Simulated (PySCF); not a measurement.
C₄H₄F₃ (doublet state).
Atom-mapped SMILES: `[CH2:1][C:2](=[CH2:3])[C:4]([F:5])([F:6])[F:7]` (hydrogens: H8, H9 on C1; H10, H11 on C3)

Geometry (GFN2-xTB, Å), atoms numbered from 1 in this order:
```
atom  x, y, z in Å
C1    -0.6030    1.3236   -0.3227
C2     0.1460    0.1965   -0.0694
C3     1.5127    0.1103   -0.1729
C4    -0.6353   -1.0313    0.3509
F5     0.1329   -2.0896    0.6358
F6    -1.3830   -0.7994    1.4445
F7    -1.4907   -1.4303   -0.6078
H8    -0.1240    2.2347   -0.6278
H9    -1.6724    1.3186   -0.2218
H10    2.0402   -0.8005    0.0385
H11    2.0821    0.9700   -0.4733
```

The hyperfine couplings belong to this conformer and change with its torsions.

Computed, not measured: UKS B3LYP, pcH-1 on C F H, non-relativistic, mean-field spin-orbit, GIAO in PySCF. Geometry: GFN2-xTB, one conformer, isolated molecule. Couplings are sensitive to structure, and on GFN2-xTB geometries they can be far from those on DFT ones. Stability of the SCF solution: not tested. ⟨S²⟩ is 0.779 where a pure state has 0.75.

The largest Mulliken spin populations are on C1 (+0.72), C3 (+0.67) and C2 (-0.27). The positive populations add up to 1.40 and the negative ones to -0.40, together 2S = 1. The angles at C1 add up to 360.0°, so it is planar; its axial dipolar tensor and the negative couplings of its protons fit spin in a p orbital normal to that plane.

Task: McConnell's relation a(H) = Q·ρ ties the coupling of a proton on a planar π carbon to the spin population of that carbon. What Q do the computed values give?

Result: 
| H | C | ρ(C) | a(H) (G) | a/ρ (G) |
| --- | --- | --- | --- | --- |
| H8 | C1 | +0.722 | -15.30 | -21.2 |
| H9 | C1 | +0.722 | -16.02 | -22.2 |
| H10 | C3 | +0.672 | -15.11 | -22.5 |
| H11 | C3 | +0.672 | -14.20 | -21.1 |

A least-squares line through the origin gives Q = -21.7 G with Mulliken populations. In McConnell's picture π spin on carbon polarises the C–H bond and leaves opposite spin at the proton, which makes Q negative, as found here.

Couplings in gauss use g_iso = 2.0027.
